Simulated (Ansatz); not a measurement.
One change: `[OH][Sn][F]` becomes `[NH2][Sn][F]`.

Ansatz, PBE0-D4/def2-TZVP geometries, multiplicity 1. Each molecule was computed in one conformer, which needn't be the lowest.

Elements past krypton have def2 core potentials. Outer-core shells of Sn are correlated without core-valence functions. Spin–orbit coupling is left out.

```csv
property,`[OH][Sn][F]`
LUMO energy (PBE0/def2-TZVPP) / eV,-2.32
HOMO energy (PBE0/def2-TZVPP) / eV,-7.85
size of the dipole moment (PBE/def2-TZVPP) / D,3.91
HOMO–LUMO gap (PBE/def2-TZVPP) / eV,3.64
vertical ionisation energy (CCSD(T)/def2-TZVPP) / eV,10.28
"ideal-gas entropy at 298 K and 1 bar (rigid rotor, harmonic PBE0-D4/def2-TZVP) / J/(mol·K)",293
```

Q: What does the change do to each property? (An estimate is asked.)

A: The calculation gave: 
```
                                                                                  property  `[NH2][Sn][F]`  shift
                                                        LUMO energy (PBE0/def2-TZVPP) / eV           -1.87   0.45
                                                        HOMO energy (PBE0/def2-TZVPP) / eV           -7.59   0.26
                                            size of the dipole moment (PBE/def2-TZVPP) / D            2.81  -1.10
                                                       HOMO–LUMO gap (PBE/def2-TZVPP) / eV            3.74   0.10
                                      vertical ionisation energy (CCSD(T)/def2-TZVPP) / eV            9.75  -0.53
ideal-gas entropy at 298 K and 1 bar (rigid rotor, harmonic PBE0-D4/def2-TZVP) / J/(mol·K)             298      5
```

With PBE0 the HOMO rises by 0.26 eV and the LUMO rises by 0.45 eV, so the gap widens by about 0.19 eV. PBE moves the HOMO by 0.36 eV and ωB97M-V by 0.18 eV. The zero-point energy changes by 31.3 kJ/mol with +3 modes. Dipoles are sizes alone; their direction can turn.
